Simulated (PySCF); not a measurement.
## Spin states of SnTe

Unrestricted PBE0; Sn def2-SVP with ECP28, Te def2-SVP with ECP28; scalar-relativistic core potentials (PySCF 2.14). Outer shells of the fragments: Sn 4d10 5s2 5p2; Te 4d10 5s2 5p4.

Followed along the bond (rough minima from three points):

```
2Ms+1    unpaired  ⟨S²⟩ at the start  R at minimum (Å)  Te (eV)
    1        none               0.00              2.54     0.00
    3        π ↑↑               2.01  none in the scan   ≤ 1.70
    5  σ ↑, π ↑↑↑               6.01  none in the scan   ≤ 3.81
```

Solutions found at the starting distance of 2.670 Å, counted from the lowest of them; the search is not exhaustive and high or unbound solutions are not listed, so other states can lie among these:

| 2Ms+1 | unpaired | term | E (eV) | ⟨S²⟩ | ⟨Lz²⟩ | μ (D) |
| --- | --- | --- | --- | --- | --- | --- |
| 1 | none | ¹Σ⁺ | 0.00 | 0.00 | 0.00 | -3.00 |
| 3 | π ↑↑ | mixed | 1.61 | 2.01 | 2.01 | -0.62 |
| 3 | π ↑↑ | mixed | 1.88 | 2.00 | 2.01 | -0.95 |
| 1 | π ↑↓ | mixed | 1.93 | 1.01 | 2.01 | -1.07 |
| 3 | σ ↑, π ↑ | ³Π | 2.29 | 2.01 | 1.01 | -2.26 |
| 1 | σ ↓, π ↑ | mixed | 2.50 | 1.02 | 1.01 | -2.16 |

A term symbol is given only where ⟨S²⟩ and ⟨Lz²⟩ are close to those of a pure state; real π, δ and φ orbitals otherwise mix terms. A positive dipole means Sn(−)Te(+).

Spin–orbit coupling is left out. Counting both spins, an empty level lies below a filled one in some of these solutions, because spin and occupation are held.
